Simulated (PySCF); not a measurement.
C4H12Sn, singlet, geometry from GFN2-xTB (such geometries of metal compounds can be far from the true shape) (all electrons, no relativity), with bond 17-5 at 2.4 times its length; CASSCF(8,9)/STO-3G (PySCF).

The PySCF input:
```python
from pyscf import gto, scf, mcscf
import numpy

mol = gto.Mole()
mol.atom = '''
    Sn   -0.279739   -0.004565    0.254602
    C    -0.993826   -1.691861   -0.933374
    C    -1.711228    1.642286    0.151048
    C     1.721361    0.632405   -0.404648
    C     2.760202   -0.470314   -0.363449
    H    -0.182210   -0.519019    1.872095
    H    -1.025551   -1.416592   -1.982050
    H    -0.340400   -2.548970   -0.821160
    H    -1.991450   -1.978233   -0.622800
    H    -1.818060    1.975746   -0.874975
    H    -1.382366    2.480564    0.752945
    H    -2.681227    1.321418    0.510331
    H     1.626398    1.014602   -1.420395
    H     2.039496    1.463101    0.222404
    H     2.482177   -1.295070   -1.014456
    H     2.876784   -0.857890    0.645010
    H     5.074026    0.450852   -1.158024
'''
mol.basis = 'sto-3g'
mol.charge = 0
mol.spin = 0
mol.verbose = 4
mol.build()

mf = scf.RHF(mol)
mf.kernel()
mc = mcscf.CASSCF(mf, 9, 8)
mc.fix_spin_(ss=0.0)
mc.kernel()
occ = numpy.linalg.eigvalsh(mc.fcisolver.make_rdm1(mc.ci, mc.ncas, mc.nelecas))[::-1]
ss = mc.fcisolver.spin_square(mc.ci, mc.ncas, mc.nelecas)[0]
print('natural occupations', occ.round(4), ' <S^2>', round(ss, 4))
```

Output, abridged:

```
PySCF version 2.14.0

[INPUT] verbose = 4
[INPUT] num. atoms = 17
[INPUT] num. electrons = 86
[INPUT] charge = 0
[INPUT] spin (= nelec alpha-beta = 2S) = 0
[INPUT] symmetry False subgroup None
[INPUT] Mole.unit = angstrom
[INPUT] Symbol           X                Y                Z      unit          X                Y                Z       unit  Magmom
[...]
nuclear repulsion = 489.914371064272
number of shells = 35
number of NR pGTOs = 177
number of NR cGTOs = 59
basis = sto-3g
ecp = {}

******** <class 'pyscf.scf.hf.RHF'> ********
method = RHF
initial guess = minao
damping factor = 0
level_shift factor = 0
DIIS = <class 'pyscf.scf.diis.CDIIS'>
diis_start_cycle = 1
diis_space = 8
diis_damp = 0
SCF conv_tol = 1e-09
SCF conv_tol_grad = None
SCF max_cycles = 50
direct_scf = True
direct_scf_tol = 1e-13
Set gradient conv threshold to 3.16228e-05
Initial guess from minao.
init E= -6102.72674962928
[...]
cycle= 1 E= -6119.45644158385  delta_E= -16.7  |g|= 0.526  |ddm|= 4.65
[...]
cycle= 2 E= -6119.57851687167  delta_E= -0.122  |g|= 0.224  |ddm|= 1.53
[...]
cycle= 3 E= -6119.596596187  delta_E= -0.0181  |g|= 0.176  |ddm|= 0.782
[...]
cycle= 4 E= -6119.61152710177  delta_E= -0.0149  |g|= 0.0202  |ddm|= 0.298
[...]
cycle= 5 E= -6119.61184296234  delta_E= -0.000316  |g|= 0.00582  |ddm|= 0.0561
[...]
cycle= 6 E= -6119.61186933568  delta_E= -2.64e-05  |g|= 0.00279  |ddm|= 0.0136
[...]
cycle= 7 E= -6119.61187442329  delta_E= -5.09e-06  |g|= 0.000363  |ddm|= 0.0069
[...]
cycle= 8 E= -6119.6118745511  delta_E= -1.28e-07  |g|= 9e-05  |ddm|= 0.00108
[...]
cycle= 9 E= -6119.61187455765  delta_E= -6.54e-09  |g|= 2.46e-05  |ddm|= 0.0002
[...]
cycle= 10 E= -6119.61187455829  delta_E= -6.49e-10  |g|= 7.21e-06  |ddm|= 7.07e-05
[...]
Extra cycle  E= -6119.61187455843  delta_E= -1.35e-10  |g|= 3.55e-06  |ddm|= 1.51e-05
converged SCF energy = -6119.61187455843

******** <class 'pyscf.mcscf.mc1step.CASSCF'> ********
CAS (4e+4e, 9o), ncore = 39, nvir = 11
max_cycle_macro = 50
max_cycle_micro = 4
conv_tol = 1e-07
conv_tol_grad = None
orbital rotation max_stepsize = 0.02
orbital rotation threshold for CI restart = 0.01
augmented hessian ah_max_cycle = 30
augmented hessian ah_conv_tol = 1e-12
augmented hessian ah_linear dependence = 1e-14
augmented hessian ah_level shift = 1e-08
augmented hessian ah_start_tol = 2.5
augmented hessian ah_start_cycle = 3
augmented hessian ah_grad_trust_region = 3
kf_trust_region = 3
kf_interval = 4
ci_response_space = 4
ci_grad_trust_region = 3
[...]
CASCI E = -6119.81350028572  S^2 = 0.0000000
[...]
               |grad[o]|=0.00198  |grad[c]|=0.00222  |ddm|=0.00264  |maxRot[o]|=0.0288
macro iter  15 ( 17 JK    4 micro), CASSCF E = -6119.82889500529  dE = -3.92994134e-05  S^2 = 0.0000000
               |grad[o]|=0.00171  |grad[c]|=0.00296  |ddm|=0.00243  |maxRot[o]|=0.00897
macro iter  16 ( 21 JK    4 micro), CASSCF E = -6119.82889405589  dE =  9.49394234e-07  S^2 = 0.0000000
               |grad[o]|=0.00165  |grad[c]|=0.00846  |ddm|=0.00255  |maxRot[o]|=0.000345
macro iter  17 ( 13 JK    3 micro), CASSCF E = -6119.82902498083  dE = -1.30924939e-04  S^2 = 0.0000000
               |grad[o]|=0.00165  |grad[c]|=0.000686  |ddm|=0.00174  |maxRot[o]|=0.034
macro iter  18 ( 20 JK    4 micro), CASSCF E = -6119.82905270366  dE = -2.77228328e-05  S^2 = 0.0000000
               |grad[o]|=0.00122  |grad[c]|=0.00514  |ddm|=0.00185  |maxRot[o]|=0.00899
macro iter  19 ( 17 JK    4 micro), CASSCF E = -6119.82905241805  dE =  2.85615897e-07  S^2 = 0.0000000
               |grad[o]|=0.00111  |grad[c]|=0.00566  |ddm|=0.00142  |maxRot[o]|=0.00032
macro iter  20 ( 21 JK    4 micro), CASSCF E = -6119.82912747370  dE = -7.50556555e-05  S^2 = 0.0000000
               |grad[o]|=0.00112  |grad[c]|=0.0022  |ddm|=0.000748  |maxRot[o]|=0.0322
macro iter  21 (  7 JK    2 micro), CASSCF E = -6119.82914999353  dE = -2.25198301e-05  S^2 = 0.0000000
               |grad[o]|=0.000611  |grad[c]|=0.000244  |ddm|=0.000608  |maxRot[o]|=0.018
macro iter  22 (  9 JK    2 micro), CASSCF E = -6119.82915626750  dE = -6.27397003e-06  S^2 = 0.0000000
               |grad[o]|=0.000313  |grad[c]|=0.000252  |ddm|=0.000265  |maxRot[o]|=0.0105
macro iter  23 (  5 JK    1 micro), CASSCF E = -6119.82915741309  dE = -1.14558406e-06  S^2 = 0.0000000
               |grad[o]|=0.000131  |grad[c]|=0.000619  |ddm|=7.34e-05  |maxRot[o]|=0.00517
macro iter  24 (  4 JK    1 micro), CASSCF E = -6119.82915750790  dE = -9.48084562e-08  S^2 = 0.0000000
               |grad[o]|=4.8e-05  |grad[c]|=0.000179  |ddm|=2.92e-05  |maxRot[o]|=0.00146
1-step CASSCF converged in  24 macro (403 JK  85 micro) steps
CASSCF canonicalization
Density matrix diagonal elements [1.94335502 1.97332102 1.97046016 1.32894275 0.69715788 0.03800731
 0.02234929 0.02426084 0.00214573]
CASSCF energy = -6119.82915750790
CASCI E = -6119.82915750790  E(CI) = -9.35235771361658  S^2 = 0.0000000
natural occupations [1.9789e+00 1.9710e+00 1.9706e+00 1.3024e+00 6.9690e-01 3.4400e-02
 2.2400e-02 2.2200e-02 1.3000e-03]  <S^2> 0.0
```
